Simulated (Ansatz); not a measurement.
Ideal-gas functions of `[F][Ga][O][SiH3]` radical at 600 K and 1 bar, from an Ansatz frequency run at PBE0-D4/def2-TZVP.

Molar mass 135.83 g/mol, point group Cs (symmetry number 1), electronic degeneracy 2, moments of inertia 27.858, 333.29, 355.222 u Å². Harmonic wavenumbers (cm⁻¹, unscaled): 24, 57, 83, 177, 487, 660, 718, 732, 954, 956, 980, 1012, 2203, 2228, 2229.

Use S(trans) = R[1.5 ln M + 2.5 ln T − 1.1517]; rotational temperatures θ = 24.2544 K / I; S(rot) = R[ln(√π/σ · √(T³/θAθBθC)) + 1.5]; for each mode x = 1.438777 ν̃/T, S = R[x/(eˣ − 1) − ln(1 − e⁻ˣ)] and H = RT x/(eˣ − 1); 1 cm⁻¹ = 0.0119627 kJ/mol; R = 8.31446 J/(mol·K).

Question: By hand: the entropy, in J/(mol·K).

Answer: Translation 184.6. Rotation: θ = 0.8706, 0.0728, 0.0683 K, giving 119.6. Vibration, mode by mode: 32.05, 24.87, 21.75, 15.50, 7.48, 5.31, 4.75, 4.63, 3.04, 3.03, 2.89, 2.72, 0.27, 0.25, 0.25, in all 128.8. Electronic 5.8. Sum 438.8 J/(mol·K).

Question: By hand: H − E and G − E in kJ/mol, counted from the electronic energy.

Answer: Zero-point energy ½ × 13500 × 0.0119627 = 80.7; thermal vibration 31.8; translation, rotation and pV give 4 RT = 20.0. H − E = 132.5 kJ/mol, and G − E = 132.5 − 600 × 438.8/1000 = -130.8 kJ/mol.

Vibration gives 29 % of the entropy, 78.7 J/(mol·K) of it from the modes under 150 cm⁻¹: soft modes count most, and the harmonic formula is weakest for them. The sum counts one conformer and one mirror image; others add a mixing term.
